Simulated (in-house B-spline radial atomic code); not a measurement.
Computed with a B-spline radial atomic code. Model: two electrons, singlet ground state, non-relativistic, full CI in B-splines with partial waves to l = 8 (at full coupling up to 3e-4 hartree above the limit, correlation up to 0.6 % small), density held at that of full coupling by Lieb maximisation.

W(λ) is the mean repulsion in the state of coupling λ less the Hartree energy of the fixed density. Its start is exact exchange, its initial slope is twice the second-order Görling-Levy correlation energy, and its area from 0 to 1 is E_xc. A straight curve means weak, dynamic correlation, and a curve that drops fast and flattens means strong correlation.

Command:
```bash
python run_ac.py task.json out
```
Settings (lengths in bohr, energies in hartree):
```
potential              coulomb
strength               2.05
lmax                   8
wall_radius            2.35
```

Time taken, with all properties: 2 s on 1 thread of Intel(R) Xeon(R) Processor @ 2.30GHz, with other jobs on the host.

**W = mean repulsion less Hartree energy, and W of three functionals.**

Given: confinement point charge; nuclear charge 2.05; hard wall radius 2.35 bohr; external potential -Z/r.

Computed: LDA exchange minus exact 168.46 millihartree; PBE exchange minus exact 29.182 millihartree.

| coupling | W xc (hartree) | W xc minus exchange (millihartree) | kinetic minus Kohn-Sham (millihartree) | LDA (PW92) W minus its exchange (millihartree) | PBE W minus its exchange (millihartree) | SCAN W minus its exchange (millihartree) |
| --- | --- | --- | --- | --- | --- | --- |
| 0 | -1.1754 | 0 | 0 | 0 | 0 | 0 |
| 0.02 | -1.1772 | -1.859 | 0.02 | -12.26 | -1.98 | -1.86 |
| 0.05 | -1.18 | -4.62 | 0.12 | -25.19 | -4.98 | -4.58 |
| 0.12 | -1.1863 | -10.936 | 0.65 | -48.44 | -11.97 | -10.74 |
| 0.25 | ? | ? | ? | ? | ? | ? |
| 0.4 | -1.2099 | -34.563 | 6.74 | -110.83 | -38.8 | -33.31 |
| 0.6 | -1.2254 | -49.988 | 14.43 | -143.11 | -56.5 | -47.86 |
| 0.8 | -1.2397 | -64.341 | 24.46 | -170.14 | -72.99 | -61.35 |
| 1 | ? | ? | ? | ? | ? | ? |
| 1.4 | -1.2773 | -101.97 | 65.48 | -232.88 | -116.17 | -96.68 |
| 2 | -1.3084 | -133.07 | 118.06 | -279.53 | -151.84 | -126.1 |
| 3 | -1.3497 | -174.37 | 220.38 | -337.66 | -199.51 | -165.77 |
| 4.5 | -1.3951 | -219.72 | 388.44 | -399.31 | -252.96 | -210.48 |
| 7 | -1.4451 | -269.69 | 670.82 | -467.57 | -314.59 | -261.43 |
| 10 | -1.4829 | -307.55 | 988.49 | -521.4 | -364.47 | -301.05 |

(1) What belongs in the row 0.25?

(2) What belongs in the row 1?

(3) What is the SCAN exchange minus exact?

**Energy parts, natural occupations and partial-wave weights.**

Computed: exchange energy -1.1754 hartree; correlation energy -0.041236 hartree; kinetic part of the DFT correlation energy 0.036494 hartree; initial slope twice GL2 -0.093325 hartree; kinetic part over minus potential part 0.4695; Hartree energy 2.3507 hartree; Kohn-Sham kinetic 3.5797 hartree.

```json
{"natural": "s", "occupation of the shell (electrons)": "1.9887"}
{"natural": "p", "occupation of the shell (electrons)": "?"}
{"natural": "s", "occupation of the shell (electrons)": "0.0033024"}
{"natural": "d", "occupation of the shell (electrons)": "0.00031885"}
{"natural": "p", "occupation of the shell (electrons)": "0.00018373"}
{"natural": "s", "occupation of the shell (electrons)": "4.2645e-05"}
```

(4) What belongs in the row p?

```
wave      weight
   s     0.99602
   p   0.0037781
   d  0.00017474
   f           ?
   g  5.5016e-06
```

(5) What belongs in the row f?

(6) What is the Lieb Oxford ratio E_xc over LDA exchange?

(7) What is the total energy?

## Answers

(1) W xc (hartree): -1.1976; W xc minus exchange (millihartree): -22.22; kinetic minus Kohn-Sham (millihartree): 2.73; LDA (PW92) W minus its exchange (millihartree): -81.14; PBE W minus its exchange (millihartree): -24.71; SCAN W minus its exchange (millihartree): -21.58.

(2) W xc (hartree): -1.2531; W xc minus exchange (millihartree): -77.73; kinetic minus Kohn-Sham (millihartree): 36.49; LDA (PW92) W minus its exchange (millihartree): -193.55; PBE W minus its exchange (millihartree): -88.37; SCAN W minus its exchange (millihartree): -73.91.

(3) 1.1987 millihartree.

(4) occupation of the shell (electrons): 0.0073587.

(5) weight: 2.3931e-05.

(6) 1.2083.

(7) -2.9542 hartree.

Half-way to full coupling W has made 54 % of its drop, against 50 % for a straight line, and second-order (GL2) theory, half the initial slope, overshoots the correlation energy by about 13 %: a moderate bend, as in light atoms. Over couplings 0 to 1 the errors in E_xc come to about +90 millihartree for LDA, +24 millihartree for PBE, +2.9 millihartree for SCAN, so SCAN is nearest. In LDA and PBE the errors of exchange and correlation have opposite signs, so the sum is smaller than the larger of the two.
